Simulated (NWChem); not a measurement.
Molecule: C3H5FSi; SMILES C#C[Si@H](C)F

All runs: NWChem. Medium grid unless said otherwise, to which SCAN and Minnesota functionals are sensitive. The geometry was optimised at B3LYP/6-31G* (spherical d). Total energies of different functionals are on different scales.

```json
[
 {"level": "PBE/def2-SVP", "energy (Ha)": "-506.0040", "highest occupied level (eV)": "-6.99", "orbital gap (eV)": "5.76", "dipole (D)": "1.78"},
 {"level": "B3LYP/def2-SVP", "energy (Ha)": "-506.4372", "highest occupied level (eV)": "-7.99", "orbital gap (eV)": "7.54", "dipole (D)": "1.87"},
 {"level": "r2SCAN/def2-SVP", "energy (Ha)": "-506.2704", "highest occupied level (eV)": "-7.32", "orbital gap (eV)": "6.27", "dipole (D)": "1.88"},
 {"level": "BLYP/def2-SVP", "energy (Ha)": "-506.3410", "highest occupied level (eV)": "-6.78", "orbital gap (eV)": "5.76", "dipole (D)": "1.74"},
 {"level": "PW6B95/def2-SVP", "energy (Ha)": "-506.9288", "highest occupied level (eV)": "-8.34", "orbital gap (eV)": "8.12", "dipole (D)": "1.91"},
 {"level": "TPSSh/def2-SVP", "energy (Ha)": "-506.4406", "highest occupied level (eV)": "___", "orbital gap (eV)": "___", "dipole (D)": "1.83"}
]
```

Question: Some entries are withheld; supply them.

Answer: 
- TPSSh/def2-SVP, highest occupied level (eV): -7.56
- TPSSh/def2-SVP, orbital gap (eV): 6.86
